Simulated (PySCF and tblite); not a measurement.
3-formyl-1-fluorobenzene, C7H5FO, numbered as in [O:1]=[CH:2][c:3]1[cH:4][cH:5][cH:6][c:7]([F:8])[cH:9]1.

The ensemble was built from 90 distance-geometry starts (ETKDG and KDG, MMFF94s, GFN2-xTB) and rests on PBE0-D3(BJ)/def2-SVP geometries. Free energies are CAM-B3LYP-D3(BJ)/def2-TZVP (IEF-PCM, chloroform) single points with GFN2-xTB rigid-rotor and vibrational terms (modes under about 100 cm⁻¹ blended into free rotors). Symmetry numbers and mirror images are counted. Conformers within 3 kcal/mol (GFN2-xTB free energy) were kept, 8 at most. Couplings: B3LYP/pcSseg-1 with pcJ-1 on H, F (gas phase; spin-dipole term only for pairs with B, N, F, Si or P). Couplings are for ¹⁹F, ¹H. Run with PySCF (density fitting) and tblite.

Torsions listed: O1–C2–C3–C4.

| conformer | shape | weight % |
| --- | --- | --- |
| 1 | 180° | 59.3 |
| 2 | 1° | 40.7 |

(1) Give the couplings in each conformer and the averages at 298.15 K (pairs that fast motion interchanges averaged).

Computed couplings to fluorine can be off by tens of per cent at such levels.

## Answers

(1) 
```tsv
coupling	pairs	1	2	average (Hz)
⁵J(H2,F8)	1	3.1	-0.2	1.8
⁴J(H5,F8)	1	4.5	4.7	4.6
³J(H6,F8)	1	8.1	8.3	8.2
³J(F8,H9)	1	8.9	8.2	8.6
³J(H4,H5)	1	8.3	8.7	8.5
⁴J(H4,H6)	1	0.5	0.6	0.6
⁴J(H4,H9)	1	1.0	1.0	1.0
³J(H5,H6)	1	9.2	9.1	9.2
⁴J(H6,H9)	1	2.5	2.3	2.5
```
